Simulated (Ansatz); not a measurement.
Gas-phase electronic energies from Ansatz, PBE0-D4/def2-TZVP geometries. CBS: MP2 limit from def2 TZ/QZ plus the TZ coupled-cluster correction, frozen cores. This one scheme is used for every species. DFT in def2-TZVPP. B3LYP here is the variant with VWN-RPA as its local correlation; programs differ in this. Each species was taken in one conformer, which may not be the lowest.

Reaction (β-hydride elimination): `CO[SiH2]S[SiH2]F` → `F[SiH2]S[SiH3]` + `C=O`

```tsv
level	ΔE (kcal/mol)
PBE-D4	46.5
PBE0-D4	50.0
B3LYP-D4	47.4
PBE0	47.6
B3LYP	43.1
MP2/def2-TZVPP	49.7
CCSD/def2-TZVPP	47.1
HF/CBS(def2)	43.2
```

**Question.** What does CCSD(T)/CBS give? (Best estimate.)

**Answer.** Ansatz gave: +48.7 kcal/mol. The listed levels differ from it by -2.2, 1.3, -1.3, -1.1, -5.6, 1.0, -1.6, -5.5 kcal/mol.

Largest T1 diagnostic among the species: 0.015.

In def2-TZVPP, CCSD(T) changes the Hartree–Fock value by +4.0 kcal/mol (the triples alone add −0.1 kcal/mol) and MP2 by +6.6 kcal/mol. The D4 term adds +4.3 kcal/mol with B3LYP and +2.4 kcal/mol with PBE0; it sums over pairs of atoms, weighted by their polarisabilities, and B3LYP, whose exchange is more repulsive, gets the larger term. From PBE to PBE0 (25 % exact exchange), in def2-TZVPP and without D4, ΔE moves by +3.8 kcal/mol.
